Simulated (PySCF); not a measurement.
C₃H₃ (SMILES [C]#CC), doublet, at a GFN2-xTB geometry; DF-B3LYP/aug-cc-pVDZ (PySCF).

Here is a job for PySCF.
```python
from pyscf import gto, scf, dft
import numpy

mol = gto.M(
    atom='''
C     0.00175930   -0.00079138    0.33446282
C     0.00804284   -0.00361788    1.52903105
C    -0.00590540    0.00265640   -1.12268107
H     0.03996787    1.03022063   -1.47944750
H     0.85747672   -0.55120368   -1.48748952
H    -0.92082503   -0.46849982   -1.47793980
''',
    basis='aug-cc-pvdz',
    spin=1,
    verbose=4,
    cart=True,
)
print('smallest overlap eigenvalue', numpy.linalg.eigvalsh(mol.intor('int1e_ovlp'))[0])

mf = dft.UKS(mol)
mf.xc = 'b3lyp'
mf = mf.density_fit(auxbasis='def2-universal-jkfit')
mf.kernel()
```

Output, abridged:

```
PySCF version 2.14.0

[INPUT] verbose = 4
[INPUT] num. atoms = 6
[INPUT] num. electrons = 21
[INPUT] charge = 0
[INPUT] spin (= nelec alpha-beta = 2S) = 1
[INPUT] symmetry False subgroup None
[INPUT] Mole.unit = angstrom
[INPUT] Cartesian GTO integrals (6d 10f)
[INPUT] Symbol           X                Y                Z      unit          X                Y                Z       unit  Magmom
[INPUT]  1 C      0.001759300000  -0.000791380000   0.334462820000 AA    0.003324595171  -0.001495491460   0.632043128650 Bohr   0.0
[INPUT]  2 C      0.008042840000  -0.003617880000   1.529031050000 AA    0.015198764864  -0.006836802352   2.889449920456 Bohr   0.0
[INPUT]  3 C     -0.005905400000   0.002656400000  -1.122681070000 AA   -0.011159588656   0.005019868477  -2.121559747534 Bohr   0.0
[INPUT]  4 H      0.039967870000   1.030220630000  -1.479447500000 AA    0.075528328082   1.946834838577  -2.795750590672 Bohr   0.0
[INPUT]  5 H      0.857476720000  -0.551203680000  -1.487489520000 AA    1.620396158990  -1.041623994052  -2.810947805961 Bohr   0.0
[INPUT]  6 H     -0.920825030000  -0.468499820000  -1.477939800000 AA   -1.740107115344  -0.885336349208  -2.792901450594 Bohr   0.0

nuclear repulsion = 53.4043297043073
number of shells = 39
number of NR pGTOs = 144
number of NR cGTOs = 102
basis = aug-cc-pvdz
ecp = {}
smallest overlap eigenvalue 5.366506222040519e-07

******** <class 'pyscf.df.df_jk.DFUKS'> ********
method = DFUKS
initial guess = minao
damping factor = 0
level_shift factor = 0
DIIS = <class 'pyscf.scf.diis.CDIIS'>
diis_start_cycle = 1
diis_space = 8
diis_damp = 0
SCF conv_tol = 1e-09
SCF conv_tol_grad = None
SCF max_cycles = 50
direct_scf = False
number electrons alpha = 11  beta = 10
XC library pyscf.dft.libxc version 7.1.2
    S. Lehtola, C. Steigemann, M. J. T. Oliveira, and M. A. L. Marques,  SoftwareX 7, 1–5 (2018)
XC functionals = b3lyp
    P. J. Stephens, F. J. Devlin, C. F. Chabalowski, and M. J. Frisch,  J. Phys. Chem. 98, 11623 (1994)
radial grids:
    Treutler-Ahlrichs [JCP 102, 346 (1995); DOI:10.1063/1.469408] (M4) radial grids

becke partition: Becke, JCP 88, 2547 (1988); DOI:10.1063/1.454033
pruning grids: <function nwchem_prune>
grids dens level: 3
symmetrized grids: False
atomic radii adjust function: <function treutler_atomic_radii_adjust>
small_rho_cutoff = 0
Set gradient conv threshold to 3.16228e-05
tot grids = 71784
******** <class 'pyscf.df.df.DF'> ********
auxbasis = def2-universal-jkfit
init E= -116.235074777419

WARN: 1 small eigenvectors of overlap matrix removed because of linear dependency between AOs.

cycle= 1 E= -115.903977123121  delta_E= 0.331  |g|= 0.197  |ddm|=   15
cycle= 2 E= -115.891965205595  delta_E= 0.012  |g|= 0.26  |ddm|= 2.46
cycle= 3 E= -115.931035041681  delta_E= -0.0391  |g|= 0.0528  |ddm|= 0.818
cycle= 4 E= -115.932339871982  delta_E= -0.0013  |g|= 0.0166  |ddm|= 0.192
cycle= 5 E= -115.932502586223  delta_E= -0.000163  |g|= 0.00209  |ddm|= 0.115
cycle= 6 E= -115.932506671794  delta_E= -4.09e-06  |g|= 0.0012  |ddm|= 0.0175
cycle= 7 E= -115.93250777059  delta_E= -1.1e-06  |g|= 0.000367  |ddm|= 0.00604
cycle= 8 E= -115.932508303084  delta_E= -5.32e-07  |g|= 0.000222  |ddm|= 0.00422
cycle= 9 E= -115.93250870614  delta_E= -4.03e-07  |g|= 0.000243  |ddm|= 0.00239
cycle= 10 E= -115.932508283823  delta_E= 4.22e-07  |g|= 0.000201  |ddm|= 0.00258
cycle= 11 E= -115.932507584339  delta_E= 6.99e-07  |g|= 9.56e-05  |ddm|= 0.00768
cycle= 12 E= -115.932507538126  delta_E= 4.62e-08  |g|= 2.44e-05  |ddm|= 0.0024
cycle= 13 E= -115.932507536464  delta_E= 1.66e-09  |g|= 4.88e-06  |ddm|= 0.000618
cycle= 14 E= -115.932507536514  delta_E= -4.99e-11  |g|= 2.99e-06  |ddm|= 5.16e-05
Extra cycle  E= -115.932507536533  delta_E= -1.93e-11  |g|= 4.12e-06  |ddm|= 2.02e-05
converged SCF energy = -115.932507536533  <S^2> = 0.75200471  2S+1 = 2.0020037
```
